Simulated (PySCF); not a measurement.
Job for PySCF: R-HF/STO-3G on AsBH6 (a complex), monomers drawn apart or pushed together.

```python
from pyscf import gto, scf, dft, mp
from pyscf.data.elements import chemcore

mol = gto.M(
    atom='''
    B    -0.00516141   -0.05976899    0.62956386
    H    -0.86617620    0.77755847    0.57872414
    H    -0.35291625   -1.18244247    0.37704423
    H     1.06645547    0.26575107    0.19284969
    As    0.52700191   -0.21743759    3.50365240
    H    -0.59505745   -0.60733630    4.43544978
    H     0.99969121    1.01872395    4.23012557
    H     1.57536135   -1.18266504    4.00223390
    ''',
    basis='sto-3g',
    charge=0, spin=0, verbose=3, max_memory=1800)
mf = scf.RHF(mol)
mf.conv_tol = 1e-8
mf.max_cycle = 100
mf.kernel()
if not mf.converged:
    mf = mf.newton().run(mf.mo_coeff, mf.mo_occ)
```

It printed:

```
converged SCF energy = -2237.08319786434
```

Self-consistency was reached.

Cost: about 0.10 core-seconds (a rough figure).
